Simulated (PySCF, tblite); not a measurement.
**Question.** Give a GFN2-xTB geometry of `C1(CCC1)[P@@H+](C=C)C`. (Charge +1.)

**Answer.** 
```xyz
22
C7H14P angstrom
C     -2.4159   -1.9817   -0.5750
C     -1.9166   -1.1794    0.3554
P     -0.9387    0.2706   -0.0295
C     -1.6669    1.7513    0.7032
C      0.7930    0.0864    0.4846
C      1.5883   -1.0084   -0.2555
C      2.6681    0.0329   -0.5909
C      1.7541    1.1566   -0.0765
H     -2.9969   -2.8509   -0.3133
H     -2.2726   -1.8057   -1.6298
H     -2.0648   -1.3612    1.4137
H     -0.9407    0.4149   -1.4023
H     -2.6679    1.9137    0.3035
H     -1.0406    2.6169    0.4852
H     -1.7320    1.6211    1.7852
H      0.8249   -0.0063    1.5738
H      1.0772   -1.3954   -1.1374
H      1.9088   -1.8472    0.3567
H      3.5689   -0.0857    0.0044
H      2.9462    0.0989   -1.6386
H      2.1914    1.8237    0.6613
H      1.3222    1.7544   -0.8799
```

Orientation and origin are arbitrary. Atoms count from 1 in this order. The 4-membered ring C5–C6–C7–C8 has internal angles of 89.1° to 90.3° (sum 358°, against 360° for a flat polygon); it is slightly puckered (a soft mode that the optimisation may not have finished), 0.06 Å rms from its mean plane, widest ring torsion 10°. The 5 C–C bonds span 1.326 Å (C1=C2, drawn double) to 1.544 Å (C5–C8, drawn single), a spread of 0.218 Å. The 3 C–P bonds span 1.791 Å (C2–P3, drawn single) to 1.816 Å (P3–C5, drawn single), a spread of 0.025 Å. P3 (phosphonium phosphorus) is tetrahedral (angles from 107.1° to 112.2°).

Bonds between heavy atoms (Å): C1=C2 1.326, C2–P3 1.791, P3–C4 1.805, P3–C5 1.816, C5–C6 1.542, C6–C7 1.537, C7–C8 1.537, C5–C8 1.544.

Computed geometry: GFN2-xTB, gas phase.

Point group: C1 (no symmetry element, even within 0.4 Å). Its GFN2-xTB frequencies are all real (lowest 44 cm⁻¹). Torsions: C1–C2–P3–C4 124°, C2–P3–C5–C6 65°, P3–C5–C6–C7 127°, C5–C6–C7–C8 -10°, C6–C7–C8–C5 10°, P3–C5–C8–C7 -128°.

One conformer stands for the species.
